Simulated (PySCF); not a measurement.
# A series of related molecules

Computed with TDDFT B3LYP/def2-SVPD circular dichroism and optical rotation, one conformer, gas phase in PySCF 2.14.0. Geometry: GFN2-xTB.

Each molecule in one low-energy conformer. The parent is N[C@@H]1[C@H]2CC[C@@H](N)[C@@H]12.

The molecule is flexible and this is one conformer; a measurement averages over conformers.

**Question.** Order by specific rotation at 589.3 nm (origin-invariant length gauge), lowest first.
A. N[C@@H]1[C@H]2CC[C@@H](N)[C@@H]12
B. N[C@@H]1[C@@H]2CC[C@@H](N)[C@H]12
C. N[C@@H]1[C@H]2CC[C@H](N)[C@@H]12

**Answer.** C (-36), A (17), B (131).

All values:
```
                         molecule        change  [α]589 (deg dm⁻¹ (g/mL)⁻¹)  S1 (eV)  R(S1), velocity form (10⁻⁴⁰ esu² cm²)
N[C@@H]1[C@H]2CC[C@@H](N)[C@@H]12          base                       +17.5     5.57                                   -9.3
 N[C@@H]1[C@H]2CC[C@H](N)[C@@H]12  diastereomer                       -35.9     5.68                                  -16.5
N[C@@H]1[C@@H]2CC[C@@H](N)[C@H]12  diastereomer                      +130.6     5.79                                  +12.6
```
